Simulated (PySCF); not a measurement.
## Fine-structure interval of Se⁷⁺ by level of theory

Se⁷⁺ [Ar] 3d9 [3d3/2^4 3d5/2^5, M_J = 5/2] → Se⁷⁺ [Ar] 3d9 [3d3/2^3 3d5/2^6, M_J = 3/2], as a difference of total energies. Calculation: PySCF 2.14, in an even-tempered Gaussian basis (18 s from 0.34 bohr⁻², ratio 2.8; 13 p from 0.45 bohr⁻², ratio 2.8; 9 d from 0.45 bohr⁻², ratio 2.8; 4 f from 3.5 bohr⁻², ratio 3); the two-component X2C-1e Hamiltonian. Correlated levels: [Ne] frozen; the 76 highest virtual spinors dropped. "Screened" scales the spin-orbit matrix elements by Boettger's factors to mimic the two-electron term; Breit and QED terms are absent.

```json
{"method": "GHF (screened spin-orbit)", "fine-structure interval (cm⁻¹)": "7484.0"}
{"method": "GMP2 (screened spin-orbit)", "fine-structure interval (cm⁻¹)": "7544.4"}
{"method": "GHF (bare spin-orbit)", "fine-structure interval (cm⁻¹)": "10620"}
```
